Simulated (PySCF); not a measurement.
## Vibration and rotation of CeO

UHF-CCSD(T) constants of CeO, triplet, about 1.3 electrons in the 4f shell (Mulliken), real f orbitals that mix terms (Ce x2c-SVPall, O x2c-SVPall; spin-free X2C with a Gaussian nucleus (PySCF 2.14); masses 139.9054 and 15.9949 u):

- ωe: 852.2 cm⁻¹
- ωexe: 2.38 cm⁻¹
- Be: 0.35729 cm⁻¹
- αe: 0.00153 cm⁻¹
- D (centrifugal): 2.51e-07 cm⁻¹
- De to Ce (4f1 5d1 6s2) + O: 7.88 eV

(1) Give the vibrational terms G(v) and spacings up to v = 6.

(2) How well does the Morse estimate ωe²/(4ωexe) reproduce De, and what is D0?

Correlated steps freeze 19 core orbitals. Correlated levels converge slowly with the basis: in double zeta they bind strong bonds too weakly, by up to about 1 eV, and carry superposition errors of some tenths. These are scalar-relativistic numbers at best; spin–orbit coupling would shift them, the dissociation energy most. With d or f electrons several states lie close, and the lowest PBE0 determinant need not be the measured ground state.

## Answers

(1) G(v) = ωe(v+½) − ωexe(v+½)².

```
v  G(v) (cm⁻¹)  G(v) − G(v−1)  Bv (cm⁻¹)
0          426                    0.3565
1         1273            847     0.3550
2         2116            843     0.3535
3         2954            838     0.3519
4         3787            833     0.3504
5         4615            828     0.3489
6         5439            824     0.3473
```

(2) It gives 9.46 eV, 120 % of the computed De. D0 = De − G(0) = 7.88 − 0.05 = 7.83 eV.
